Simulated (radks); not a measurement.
The indium ion In7+, configuration [Kr] 4d6 (the NIST ground configuration). All-electron calculation, scalar-relativistic Kohn-Sham, BLYP, spin-unpolarised, spherical densities, point nucleus. Program: a radial shooting solver on a logarithmic mesh with Libxc functionals.

Normalised radial functions P(r) = r R(r), r in bohr:

r,2p,3s,3p
0.002521,0.0240,0.2573,0.0110
0.003256,0.0378,0.3142,0.0173
0.004207,0.0594,0.3790,0.0272
0.005434,0.0932,0.4498,0.0425
0.007019,0.1452,0.5222,0.0663
0.009067,0.2247,0.5882,0.1024
0.01181,0.3480,0.6357,0.1584
0.01525,0.5234,0.6421,0.2375
0.0197,0.7702,0.5845,0.3478
0.02545,1.1015,0.4358,0.4932
0.03287,1.5177,0.1767,0.6700
0.04246,1.9932,-0.1879,0.8576
0.05485,2.4618,-0.6063,1.0100
0.07142,2.8190,-0.9692,1.0479
0.09226,2.9042,-1.0756,0.8695
0.1192,2.6357,-0.7739,0.4053
0.154,2.0387,-0.0329,-0.3214
0.1989,1.2902,0.9349,-1.1325
0.2569,0.6350,1.7091,-1.7272
0.3345,0.2193,1.9078,-1.8405
0.4321,0.0522,1.4936,-1.4555
0.5582,0.0075,0.8335,-0.8525
0.721,0.0006,0.3198,-0.3560
0.9314,0.0000,0.0788,-0.0992
1.203,0.0000,0.0113,-0.0169
1.567,0.0000,0.0008,-0.0014
2.024,0.0000,0.0000,-0.0001
2.614,0.0000,0.0000,0.0000
3.377,0.0000,0.0000,0.0000

2p: eigenvalue -3849.7 eV, 0 radial nodes, <r> = 0.112 bohr, 90 % of the charge inside 0.183 bohr. 3s: eigenvalue -905.21 eV, 2 radial nodes at r = 0.0375, 0.155 bohr, <r> = 0.348 bohr, 90 % of the charge inside 0.513 bohr. 3p: eigenvalue -765.92 eV, 1 radial node at r = 0.139 bohr, <r> = 0.347 bohr, 90 % of the charge inside 0.521 bohr.
